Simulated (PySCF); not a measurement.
Ba, singlet (core potentials on Ba).

PySCF was given this input:
```python
from pyscf import gto, scf, dft

mol = gto.M(
    atom='''
Ba    0.00000000    0.00000000    0.00000000
''',
    basis='def2-svp',
    ecp={'Ba': 'def2-svp'},
    verbose=5,
)

mf = dft.RKS(mol)
mf.xc = 'm062x'
mf.kernel()
```

Q: What does this run give for the total energy, HOMO energy, number of basis functions, dipole moment, HOMO-LUMO gap?

A: 
```
Property                         Value
-------------------------  -----------
total energy               -25.3630 Eh
HOMO energy                   -4.17 eV
number of basis functions           23
dipole moment                   0.00 D
HOMO-LUMO gap                  3.74 eV
```
